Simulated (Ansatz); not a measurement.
System: sum formula SiNH₂F₂, net charge 0, doublet state. It need not be the lowest isomer of its formula. SMILES: N[Si](F)F
Coordinates optimised at B3LYP-D3(BJ)/def2-TZVP (Ansatz, a first-principles code):
```
N
H 1 1.0097
H 1 1.0097 2 111.44
Si 1 1.7105 2 119.54 3 -146.23
F 4 1.6015 1 107.05 2 -166.60
F 4 1.6015 5 108.96 1 -115.44
```
Charge 0, spin multiplicity 2.

Parts of the frozen-core correlation energy in 6-31G (Ansatz, hartree). Frozen orbitals: 8; correlated occupied orbitals by spin: 13 and 12; virtual: 23 and 24. UHF or UKS for open shells. Spin-orbit coupling is left out. No relativistic terms.

```json
[
 {"term": "reference (HF)", "value": "-543.38228"},
 {"term": "MP2 opposite-spin", "value": "___"},
 {"term": "MP2 same-spin", "value": "-0.10404"},
 {"term": "CCSD correlation", "value": "___"},
 {"term": "(T)", "value": "___"},
 {"term": "T1 diagnostic", "value": "0.015"},
 {"term": "largest doubles amplitude", "value": "0.037"},
 {"term": "<S^2> of the reference", "value": "0.756"}
]
```

### Question
What belongs in the gaps?

### Answer

- MP2 opposite-spin, value: -0.29138
- CCSD correlation, value: -0.40403
- (T), value: -0.00626
